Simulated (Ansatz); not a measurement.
**Which isomer of CH5FO2Si gives these data?**

These gas-phase data were calculated for one isomer of CH5FO2Si at B3LYP/6-31G* (harmonic, unscaled wavenumbers; equilibrium rotational constants with average atomic masses):

```
rotational constants            : 6.443, 3.058, 2.297 GHz
all wavenumbers above 1500 cm⁻¹ : 3800, 3136, 3099, 3034, 2344, 1534, 1532, 1513
```

Candidates:

(1) `C[Si](O)(O)F`, a singlet
(2) `CO[Si@H](O)F`, a singlet

Question: Assign the data to one candidate and say why.

Answer: Candidate (2). The band at 2344 cm⁻¹ lies where the Si–H stretch is expected; (1) has no mode between 2000 and 2380 cm⁻¹.

The same quantities for all candidates:

```tsv
	rotational constants (GHz)	wavenumbers above 1500 cm⁻¹	E above the lowest, B3LYP/6-31G* (kcal/mol)
(1)	3.917, 3.643, 3.466	3809, 3800, 3139, 3135, 3060	0.0
(2)	6.443, 3.058, 2.297	3800, 3136, 3099, 3034, 2344, 1534, 1532, 1513	18.8
```

Each candidate is one conformer. Programs: Ansatz 0.2.0.
